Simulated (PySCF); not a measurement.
**Which element holds Br most strongly?**

r²SCAN in PySCF with def2-TZVPP on every atom (core potentials on Mo), for the lowest determinant that a PBE0 search found; no spin–orbit coupling. D0 is De less the harmonic zero-point energy.

```json
{"M": "C", "state (unpaired electrons)": "doublet (π ↑)", "Re (Å)": "1.825", "ωe (cm⁻¹)": "725", "D0(MBr) (eV)": "3.73"}
{"M": "Zn", "state (unpaired electrons)": "doublet (σ ↑)", "Re (Å)": "2.293", "ωe (cm⁻¹)": "278", "D0(MBr) (eV)": "2.12"}
{"M": "Al", "state (unpaired electrons)": "singlet (closed shell)", "Re (Å)": "2.317", "ωe (cm⁻¹)": "372", "D0(MBr) (eV)": "4.66"}
{"M": "Ge", "state (unpaired electrons)": "doublet (π ↑)", "Re (Å)": "2.325", "ωe (cm⁻¹)": "296", "D0(MBr) (eV)": "3.80"}
{"M": "B", "state (unpaired electrons)": "singlet (closed shell)", "Re (Å)": "1.901", "ωe (cm⁻¹)": "672", "D0(MBr) (eV)": "4.59"}
{"M": "Mo", "state (unpaired electrons)": "sextet (σ ↑, π ↑↑, δ ↑↑)", "Re (Å)": "2.432", "ωe (cm⁻¹)": "270", "D0(MBr) (eV)": "3.38"}
{"M": "Ga", "state (unpaired electrons)": "singlet (closed shell)", "Re (Å)": "2.365", "ωe (cm⁻¹)": "269", "D0(MBr) (eV)": "4.47"}
```

Problem. Order the elements by D0 and give the energy of GeBr + C → CBr + Ge.

Solution. Al > B > Ga > Ge > C > Mo > Zn; ΔE = 3.80 − 3.73 = +0.07 eV at r²SCAN/def2-TZVPP. Close neighbours can swap at other levels.

The metal atom is held in its measured ground configuration; semilocal functionals can put another filling of s and d lower by some tenths of an eV, and De to that atom would be smaller. Spin–orbit coupling is left out, which matters for elements this heavy, above all for dissociation energies. States were picked by a PBE0 search and need not be the measured ground states. The state is the lowest single determinant that the PBE0 search found; with open d or f shells the true ground state can be another one.
